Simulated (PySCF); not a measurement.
B3LYP has the VWN-RPA correlation part, as in Gaussian. 

# [Mo(NH2)5(CH3)] (charge 0, multiplicity 1)

These are B3LYP-D3(BJ)/def2-TZVP // BP86-D3(BJ)/def2-SVP run with PySCF values and carry that method's errors.

The HOMO is -5.95 eV and the dipole moment is 1.70 D. The HOMO–LUMO gap comes out as 3.98 eV. The LUMO comes out as -1.98 eV and the charge on the central atom (Mulliken) is 1.79 e. The total energy comes out as -388.1510 Ha and the cost comes out as roughly 6 core-minutes.

```xyz
20

Mo    -0.1418    -0.0429     0.0958
N      0.4748    -1.6626     1.1228
H     -0.1641    -2.1741     1.7423
H      1.4467    -1.8509     1.3957
N      0.1632     0.9316     1.8155
H      0.1583     1.9477     1.9680
H      0.4968     0.4588     2.6609
N     -1.9007    -0.9154     0.1656
H     -2.6971    -0.4141     0.5774
H     -2.1692    -1.8465    -0.1682
N     -0.3707     1.8663    -0.4534
H     -0.2467     2.7029     0.1300
H     -0.4779     2.1437    -1.4337
N     -0.2719    -0.4291    -1.8786
H     -1.1815    -0.4839    -2.3513
H      0.4630    -0.2250    -2.5663
C      1.9730    -0.2386    -0.5125
H      2.2110     0.5608    -1.2430
H      2.1617    -1.2309    -0.9610
H      2.6122    -0.0981     0.3827
```
